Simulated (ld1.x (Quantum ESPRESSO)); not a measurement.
What the settings do to the TM semilocal potential of Ru

Base potential:

```json
{
  "Element": "ruthenium",
  "Generator": "ld1.x (Quantum ESPRESSO) 7.5",
  "Type": "norm-conserving Troullier–Martins (semilocal form)",
  "Functional": "PBEsol",
  "Relativity": "scalar-relativistic",
  "Frozen core": "[Ar] 3d10",
  "Valence charge": "16",
  "Reference configuration": "4s2 4p6 4d7 5s1 5p0",
  "Partial waves": "4p (bound): rc 1.85 bohr; 4d (bound): rc 1.75 bohr; 4s (bound): rc 1.35 bohr",
  "Local potential": "the s channel",
  "Core correction": "a·sin(br)/r model core inside 1.05 bohr"
}
```

Occupied shells without a wave of their own: 5s. They enter only through the test configuration that unscreens the potential, and ld1.x also counts them in the model core charge.

Cutoffs, loose and tight: the cutoffs (Ry, on a coarse ladder) from which the occupation-weighted sum of valence levels, in a spherical-Bessel basis at the reference potential, stays within 10 and 1 mRy of its value at 400 Ry. They do not see the model core or the augmentation charge, which bear on the density cutoff. Test errors are all-electron minus pseudo excitation energies from the reference, over the configurations 4s2 4p6 4d7 5s0 5p0; 4s2 4p6 4d6 5s0 5p0; 4s2 4p6 4d5 5s0 5p0; 4s2 4p6 4d8 5s0 5p0; 4s2 4p6 4d6 5s1 5p0; 4s2 4p6 4d7 5s0 5p1; 4s2 4p6 4d7 5s0.5 5p0. A dash means not determined; rows that change the core or the reference have their own tests.

With those shells counted twice in exchange and correlation these files are broken, and their errors move erratically; no question is asked of them.

A semilocal file is local in each channel, so a ghost entry of none says nothing of the separable form that plane-wave codes build from it.

| change | outcome | cutoff, loose | cutoff, tight | bound ghosts | largest test error (meV) |
| --- | --- | --- | --- | --- | --- |
| base | generated, misses its reference levels by 0.32 eV | 90 Ry | 140 Ry | none | -1353 |
| all radii but the core radius scaled by about 0.76 (s 1.02, p 1.40, d 1.32 bohr) | generated | 120 Ry | 200 Ry | none | -647 |
| all radii but the core radius scaled by about 0.89 (s 1.20, p 1.66, d 1.56 bohr) | generated | 100 Ry | 180 Ry | none | -888 |
| all radii but the core radius scaled by about 1.16 (s 1.56, p 2.14, d 2.02 bohr) | generated, misses its reference levels by 0.92 eV | 60 Ry | 80 Ry | none | -2960 |
| all radii but the core radius scaled by about 1.27 (s 1.72, p 2.34, d 2.22 bohr) | generated, misses its reference levels by 1.72 eV | 45 Ry | 70 Ry | none | -5134 |
| all radii but the core radius scaled by about 1.35 (s 1.82, p 2.50, d 2.38 bohr) | generated, misses its reference levels by 2.31 eV | 40 Ry | 60 Ry | none | -6788 |

Reading the sweep of the scale of all radii but the core radius (base = 1) (base included, trends over the rows without a ghost): The loose cutoff falls from 120 Ry at 0.76 to 40 Ry at 1.35. A larger radius leaves more room for a smooth pseudo-wave, so fewer plane waves are needed; a smaller one forces it to follow the all-electron wave where it bends sharply. The median size of the test errors (rows with all tests solved) rises from 65.2 meV at 0.76 to 2567.8 meV at 1.35. More of the atom is replaced by a form fitted at one configuration, so other configurations suffer as the radius grows.
